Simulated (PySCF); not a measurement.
**Vibration and rotation of BiSb⁺**

UHF-CCSD(T) constants of BiSb⁺, ²Π (doublet), unpaired electrons π ↑ (basis Bi cc-pVDZ-PP with ECP60, Sb cc-pVDZ-PP with ECP28; scalar-relativistic core potentials; PySCF 2.14; masses 208.9804 and 120.9038 u):

| Quantity | Value |
| --- | --- |
| ωe | 189.8 cm⁻¹ |
| ωexe | 0.608 cm⁻¹ |
| Be | 0.029464 cm⁻¹ |
| αe | 8.51e-05 cm⁻¹ |

Task: What force constant and bond length do these constants imply?

Result: Reduced mass μred = 76.592 u; k = 5.8918×10⁻⁷·μred·ωe² (u, cm⁻¹, mdyn/Å) = 1.63 mdyn/Å; Re = √(16.8576/(μred·Be)) (u, cm⁻¹, Å) = 2.733 Å.

Task: Estimate the centrifugal constant D from the Kratzer relation and find the Dunham coefficient a1.

Result: D = 4Be³/ωe² = 2.84e-09 cm⁻¹; a1 = −1 − αeωe/(6Be²) = -4.10.

Correlated steps freeze 8 core orbitals. These are scalar-relativistic numbers at best; spin–orbit coupling would shift them, the dissociation energy most. The CCSD T1 diagnostic is raised, a sign that a single reference may not be enough here. The state is the lowest determinant that a PBE0 search found; another state may lie lower at other levels.
